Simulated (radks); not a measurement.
Task: These are the eigenvalues of the occupied orbitals of an atom or ion with whole-number occupations (hartree). All-electron calculation, Dirac Kohn-Sham, PBE, spin-unpolarised, spherical densities, point nucleus. Program: a radial shooting solver on a logarithmic mesh with Libxc functionals.

1s1/2: -102.1521
2s1/2: -10.31006
2p1/2: -8.11074
2p3/2: -8.04819
3s1/2: -1.65056
3p1/2: -1.16831
3p3/2: -1.16233

Which element is it, and in what charge state? The configuration may be excited. Open shells, if any, are shared by 2j + 1.

Result: Z = 17, chlorine, charge +2: Cl2+ in [Ne] 3s2 3p3. The list shows which subshells hold electrons but not how many an open one holds; the 1s level, -102.15 hartree, gives Z - s = 14.3 by -(Z - s)^2/2, which with screening and relativity narrows Z to a few neighbours, and the depths of the outer levels then fix element, charge and occupations together.
